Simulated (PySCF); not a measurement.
**Bond length, frequency and bond energy of ZnBr by level of theory**

State: ²Σ⁺ (doublet), unpaired electrons σ ↑. Set-up: PySCF, no relativity, basis sets Zn pcseg-1, Br pcseg-1. De refers to Zn + Br in their high-spin ground configurations, without counterpoise correction. The functionals are run spin-unrestricted. A positive dipole means Zn(−)Br(+).

| Level | Re (Å) | ωe (cm⁻¹) | De (eV) | μ (D) |
| --- | --- | --- | --- | --- |
| UHF | 2.339 | 282 | 1.57 | -4.39 |
| UHF-MP2 | 2.285 | 307 | 2.01 | n/a |
| UHF-SCS-MP2 | 2.297 | 301 | 1.81 | n/a |
| LDA | 2.280 | 282 | 2.23 | -2.83 |
| PBE | 2.335 | 259 | 1.82 | -3.12 |
| r²SCAN | 2.304 | 281 | 2.10 | -3.33 |
| TPSSh | 2.322 | 269 | 1.97 | -3.42 |
| PBE0 | 2.315 | 275 | 1.91 | -3.47 |
| B97-3 | 2.350 | 256 | 1.65 | -3.54 |
| HSE06 | 2.317 | 274 | 1.89 | -3.44 |

Problem. What does a quarter of exact exchange do here, going from PBE to PBE0?

Solution. PBE0 less PBE: -2.0 pm in Re, +6.2 % in ωe, +0.09 eV in De. Exact exchange removes part of the self-interaction that spreads semilocal densities, and in most molecules shortens and stiffens the bond and lowers De; here De goes the other way.

Problem. What does the step from GGA to meta-GGA do here, going from PBE to r²SCAN?

Solution. r²SCAN less PBE: -3.1 pm in Re, +8.5 % in ωe, +0.28 eV in De. 

Problem. What does the gradient correction do here, going from LDA to PBE?

Solution. PBE less LDA: +5.5 pm in Re, -8.2 % in ωe, -0.41 eV in De. The gradient correction favours the more uneven density of free atoms, so it tends to lengthen bonds and takes away much of the overbinding of LDA; so it does here.

Correlated steps freeze 14 core orbitals. Correlated levels converge slowly with the basis: in double zeta they bind strong bonds too weakly, by up to about 1 eV, and carry superposition errors of some tenths. Spin–orbit coupling is left out. The state was picked by a PBE0 search and need not be the measured ground state.
